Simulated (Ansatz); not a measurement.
System: sum formula SiN3H6, charge 0, multiplicity 2. It need not be the lowest isomer of its formula. 
Structure (B3LYP-D3(BJ)/def2-TZVP (Ansatz, a quantum-chemistry and plane-wave program) minimum search):
```
Si
N 1 1.7319
H 2 1.0080 1 120.75
H 2 1.0096 3 111.49 1 145.22
N 1 1.7319 2 107.61 3 152.25
H 5 1.0080 1 120.75 2 -92.05
H 5 1.0096 6 111.49 1 145.22
N 1 1.7319 2 107.61 3 -92.05
H 8 1.0080 1 120.75 2 152.25
H 8 1.0096 9 111.49 1 145.22
```
Charge 0, spin multiplicity 2.

Basis-set convergence of Hartree-Fock and CCSD(T) correlation energies (hartree) with Ansatz. Valence correlation only, unless marked. Open shells are spin-unrestricted. No spin-orbit coupling. Non-relativistic.

```
basis       functions       E(HF)  E(corr, CCSD(T))
----------  ---------  ----------  ----------------
def2-SVP           90  -455.59966          -0.64720
def2-TZVPP        219  -455.92037          -0.80695
def2-QZVPP        421  -455.93900          -0.85784
```

Extrapolating the two largest sets (X = 3 and 4) as X^-3: E(corr) = (64·(-0.85784) - 27·(-0.80695))/37 = -0.8950 Eh, an estimate of the basis-set limit. The largest set recovers 95.9 % of it, the smallest 72.3 %.
